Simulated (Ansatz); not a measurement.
Compare A (`C[SiH]1OB1O`) with its isomer B (`O=C([SiH3])BO`).

Calculated with Ansatz (gas phase, PBE0-D4/def2-TZVP geometries, no zero-point term in ΔE). CCSD(T)/CBS is the MP2 limit (def2-TZVPP, def2-QZVPP) plus CCSD(T) − MP2 in def2-TZVPP, frozen cores. DFT in def2-TZVPP. B3LYP here is the variant with VWN-RPA as its local correlation; programs differ in this. Each species was taken in one conformer, which may not be the lowest.

Which isomer does CCSD(T)/CBS put lower? Give the gap. (An estimate is asked.)

The calculation gave: A, by 54.2 kcal/mol.

Give E(B) − E(A) in kcal/mol with B2PLYP, ωB97M-V, B3LYP, CCSD/def2-TZVPP, PBE0-D4, CCSD(T)/def2-TZVPP, PBE-D4. (Estimate.)

The calculation gave: B2PLYP 53.0, ωB97M-V 54.6, B3LYP 51.4, CCSD/def2-TZVPP 53.0, PBE0-D4 56.3, CCSD(T)/def2-TZVPP 53.0, PBE-D4 54.0. None reverses the order clearly.

Largest T1 diagnostic: 0.016.

In def2-TZVPP, CCSD(T) changes the Hartree–Fock value by +5.5 kcal/mol (the triples alone add −0.1 kcal/mol) and MP2 by +9.8 kcal/mol. From PBE to PBE0 (25 % exact exchange), in def2-TZVPP and without D4, E(B) − E(A) moves by +2.3 kcal/mol.
